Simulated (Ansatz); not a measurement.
Frontier orbitals of `O=C=NC[SiH3]`.

Cartesian coordinates in Å:
```
O 0.190 2.669 1.864
C -0.222 1.682 1.392
N -0.760 0.726 0.917
C -0.467 -0.594 0.444
Si 0.457 -0.556 -1.211
H -1.409 -1.133 0.315
H 0.116 -1.151 1.185
H 1.737 0.176 -1.032
H -0.372 0.135 -2.229
H 0.730 -1.952 -1.645
```

The species carries charge 0 and has multiplicity 1. All single points use the PBE0-D4/def2-TZVP geometry. It is one conformer, not always the lowest. Basis def2-TZVPP, the Gaussian-basis code of Ansatz.

Orbital energies of one run (eV). Highest occupied ones, from the top: -6.33, -7.02, -8.50, -8.59, -9.18, -10.31, -11.08, -11.75, -11.84, -12.79, -13.74, -18.46, -23.70, -27.27. Empty: -0.86, 0.09, 0.20, 0.46, 0.52, 0.96.

**Question.** Which functional gave them?
A. B3LYP
B. ωB97M-V
C. BHLYP
D. BLYP

**Answer.** D. HOMO energies: BLYP -6.33, ωB97M-V -9.95, B3LYP -7.54, BHLYP -8.98 eV.

B3LYP here is the variant with VWN-RPA as its local correlation; programs differ in this.
